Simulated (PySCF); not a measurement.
## Core-level binding energies of Al(H2S)F3

Compound: Al(H2S)F3.
Z-matrix (Å and degrees, PBE0-D3(BJ)/def2-SVP geometry), rows numbered from 1:
```
Al
S   1  2.4770
H   2  1.3531  1   94.51
H   2  1.3529  1   94.86  3    93.38
F   1  1.6593  2   99.09  3    79.15
F   1  1.6634  2   97.05  3   -40.14
F   1  1.6599  2   99.19  3  -158.86
```

Computed, not measured: delta-SCF UKS SCAN, pcX-2 on the ionised atom, pcseg-1 elsewhere, spin-free X2C (PySCF). Each binding energy is the total energy of the core-ionised species, with the hole localised on one atom, minus that of the ground state; both are solved self-consistently, so orbital relaxation is included.

Q: Give the core binding energies atom by atom.

A: 
```json
{"atom(s)": "F5/F6/F7", "bonded to": "Al", "level": "F 1s", "binding energy (eV)": "691.73", "count": "3"}
{"atom(s)": "Al1", "bonded to": "3 F and S", "level": "Al 1s", "binding energy (eV)": "1568.53", "count": "1"}
{"atom(s)": "S2", "bonded to": "2 H and Al", "level": "S 1s", "binding energy (eV)": "2480.45", "count": "1"}
```

Q: Which effective nuclear charge Zeff reproduces each element's mean 1s value in the hydrogen-like formula E = 13.606 eV × Zeff²?

A: F (Z = 9): mean 691.7 eV, Zeff = 7.13, Z − Zeff = 1.87; Al (Z = 13): mean 1568.5 eV, Zeff = 10.74, Z − Zeff = 2.26; S (Z = 16): mean 2480.4 eV, Zeff = 13.50, Z − Zeff = 2.50. Means run over the listed sites, weighted by atom count.

Topologically equivalent atoms share the value of their first member; where this conformer doesn't relate them by symmetry, their own values could differ. Not every level is listed. Isolated species at its PBE0-D3(BJ)/def2-SVP geometry, gas phase.
